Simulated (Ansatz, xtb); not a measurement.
Molecule: CHClF, charge -1, multiplicity 1. It need not be the lowest isomer of its formula. Whether it binds its extra electron was not tested at this geometry. SMILES: F[CH-]Cl
Structure (B3LYP-D3(BJ)/def2-TZVP (Ansatz, a first-principles code) minimum search):
```xyz
4

F     -1.4361     0.7795    -0.0778
C     -0.8784    -0.4999     0.2394
Cl     1.1272    -0.1769     0.0006
H     -0.9665    -1.0083    -0.7469
```
Charge -1, spin multiplicity 1.

Harmonic wavenumbers from GFN2-xTB (xtb, at its own minimum), cm⁻¹: 314, 556, 841, 1104, 1274, 2570.

**Question.** Give the harmonic wavenumbers at B3LYP-D3(BJ)/def2-TZVP (Ansatz, finite differences of forces, unscaled).

**Answer.** 240, 434, 845, 1058, 1328, 2792 cm⁻¹. Zero-point energy 9.6 kcal/mol.

**Question.** From these and the geometry, give the ideal-gas thermochemistry at 298.15 K and 1 atm (rigid rotor, harmonic oscillator).

**Answer.** Point group C1, rotational symmetry number 1. Rotational constants 41.59, 4.988, 4.538 GHz. S(trans) 38.54, S(rot) 23.35, S(vib) 2.92, S(elec, spin only) 0.00, S 64.8 cal/(mol K). H(298) - H(0) 2.92 kcal/mol; G - E(el) -6.8 kcal/mol.
